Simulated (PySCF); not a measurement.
**Diatomic cations of Br with the sixth-period p block**

MP2 with double-zeta basis sets in PySCF, for the lowest determinant that a PBE0 search found; no spin–orbit coupling. De refers to high-spin ground-configuration atoms (the charge goes to the atom of lower measured ionisation energy or higher electron affinity, which is not always the lowest computed limit).

```csv
M,basis,"reference, frozen orbitals",charged atom,state (unpaired electrons),Re (Å),ωe (cm⁻¹),De (eV)
Tl,def2-SVP,"UHF, 13",Tl+,doublet (π ↑),3.387,65.7,n/a
Pb,def2-SVP,"RHF, 13",Pb+,singlet (closed shell),2.519,266,n/a
Bi,def2-SVP,"UHF, 13",Bi+,doublet (π ↑),2.505,274,n/a
```

The shortest bond is that of BiBr⁺ (2.505 Å), the longest that of TlBr⁺ (3.387 Å).

The state changes along the series, so neighbouring rows are not always alike in their bonding.

Correlated steps freeze 13 core orbitals. Spin–orbit coupling is left out, which matters for elements this heavy, above all for dissociation energies. States were picked by a PBE0 search and need not be the measured ground states.
